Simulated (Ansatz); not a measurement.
Basis sets compared for Rb₄Br₃. Total charge 0; doublet. Geometry PBE-D4/def2-SVP. Ansatz on 4 threads of Arm Neoverse V2 on a shared host; times are rough, and most runs start from earlier orbitals.

```xyz
7

Rb   -1.5157   -2.0989    1.6094
Rb   -1.1358   -0.3952   -2.8018
Rb   -0.0685    2.2570    0.8654
Rb    2.7637   -1.2578   -0.2453
Br    1.1621   -0.3559    2.5222
Br    1.5455    1.3474   -1.9047
Br   -2.7513    0.5033   -0.0452
```

In the def2 sets Rb takes a core potential; there is no spin–orbit coupling. The structure comes from a short search, and lower isomers may exist.

Binding counts from free atoms (Rb doublet, Br doublet) in the same basis, without a counterpoise term.

```csv
level,functions,energy (Eh),HOMO (eV),LUMO (eV),binding per atom (eV),wall time
PBE-D4/def2-SVP,192,-7817.1273,-2.21,-1.78,2.25,11 s
PBE0-D4/def2-SVP,192,-7817.4052,-2.54,-1.20,2.26,21 s
```

(1) Estimate the rows for PBE-D4/def2-TZVP (with forces), PBE0-D4/def2-TZVP.

Results:

(1) 
```
                         level  functions  energy (Eh)  HOMO (eV)  LUMO (eV)  binding per atom (eV)  wall time
PBE-D4/def2-TZVP (with forces)        276   -7818.0587      -2.20      -1.71                   2.21       22 s
             PBE0-D4/def2-TZVP        276   -7818.3348      -2.54      -1.12                   2.22       28 s
```
